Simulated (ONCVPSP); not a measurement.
samarium: variants of one ONCV potential

Base potential:

samarium, optimised norm-conserving Vanderbilt (ONCV), made with ONCVPSP 4.0.1 (PBE, non-relativistic). Core [Xe], reference 4f6 6s2. Waves: 6s: rc 4.00 bohr, ncon 4, nbas 8, qcut 1.7 1/bohr, 3 projectors, debl 1.1 Ha; p scattering state at 0.25 Ha: rc 4.00 bohr, ncon 4, nbas 9, qcut 2.1 1/bohr, 3 projectors, debl 2.8 Ha; d scattering state at 0.35 Ha: rc 3.65 bohr, ncon 4, nbas 8, qcut 3.1 1/bohr, 2 projectors, debl 0.6 Ha; 4f: rc 1.40 bohr, ncon 4, nbas 8, qcut 13.6 1/bohr, 2 projectors, debl 2.4 Ha. Local part: polynomial inside 1.35 bohr (lpopt 3, dvloc0 0 Ha). Core correction: Teter function, fcfact 5, rcfact 1.65.

In the p channel the program set the typed energies aside and used 0.050, 2.850, 5.650 Ha. In the d channel the program set the typed energies aside and used -0.085, 0.515 Ha.

Cutoffs, loose and tight: the cutoffs (Ha) at which the residual kinetic energy of the hardest occupied pseudo-wave falls to 1 and 0.1 mHa per electron. They do not see the model core or the augmentation charge, which bear on the density cutoff. Test errors are all-electron minus pseudo excitation energies from the reference, over the configurations 4f6 6s1; 4f6 6s0; 4f5 6s0; 4f6 6s1.5. A dash means not determined; rows that change the core or the reference have their own tests.

A true bound ghost makes a file unfit for plane-wave use even where its test errors are small: the radial tests pick states by their node count and pass the ghost by. Where a test does run into it, the solver fails or the error is huge.

```tsv
change	outcome	cutoff, loose	cutoff, tight	bound ghosts	GHOST(+) flags above zero	largest test error (meV)
base	generated, projector energies reset by the program	72 Ha	79 Ha	s	s, p, d	tests left out (the all-electron energies of this program are off by 10 to 40 meV for near-neutral 4f atoms)
core [Kr] 4d10, valence charge 16; reference 4f5 5s2 5p6 5d1 6s2; waves now 5s+6s: rc 2.10 bohr, ncon 4, nbas 7, qcut 6 1/bohr, 2 projectors; 5p: rc 1.95 bohr, ncon 4, nbas 8, qcut 7.2 1/bohr, 1 projector; 5d: rc 2.55 bohr, ncon 4, nbas 8, qcut 4.5 1/bohr, 3 projectors, debl 2.9 Ha; 4f: rc 1.45 bohr, ncon 4, nbas 8, qcut 14.2 1/bohr, 2 projectors, debl 3.6 Ha; local potential polynomial inside 1.20 bohr (lpopt 5, dvloc0 0 Ha)	generated	74 Ha	82 Ha	s	p	+61 over the solved tests; 2 of 4 tests not solved or not reliable
reference 4f6 6s1.75 6p0.25; wave p scattering state at 0.25 Ha: rc 4.00 bohr, ncon 4, nbas 9, qcut 2.1 1/bohr, 3 projectors, debl 2.8 Ha becomes 6p: rc 4.00 bohr, ncon 4, nbas 9, qcut 2.1 1/bohr, 3 projectors, debl 2.8 Ha	generated, projector energies reset by the program	72 Ha	79 Ha	s	s, p, d	tests left out (the all-electron energies of this program are off by 10 to 40 meV for near-neutral 4f atoms)
local potential polynomial inside 1.25 bohr (lpopt 5, dvloc0 0 Ha)	generated, projector energies reset by the program	72 Ha	79 Ha	s	s, p, d	tests left out (the all-electron energies of this program are off by 10 to 40 meV for near-neutral 4f atoms)
p: nbas 8	generated, projector energies reset by the program	72 Ha	79 Ha	s	s, p, d	tests left out (the all-electron energies of this program are off by 10 to 40 meV for near-neutral 4f atoms)
```

Question: What comes out with this change to the base: all radii but the core radius scaled by about 0.96 (s 3.84, p 3.84, d 3.50, f 1.34 bohr); local potential polynomial inside 1.30 bohr (lpopt 3, dvloc0 0 Ha)?

Answer: outcome: generated, projector energies reset by the program; cutoff, loose: 75 Ha; cutoff, tight: 82 Ha; bound ghosts: s; GHOST(+) flags above zero: s, p, d; largest test error (meV): tests left out (the all-electron energies of this program are off by 10 to 40 meV for near-neutral 4f atoms).
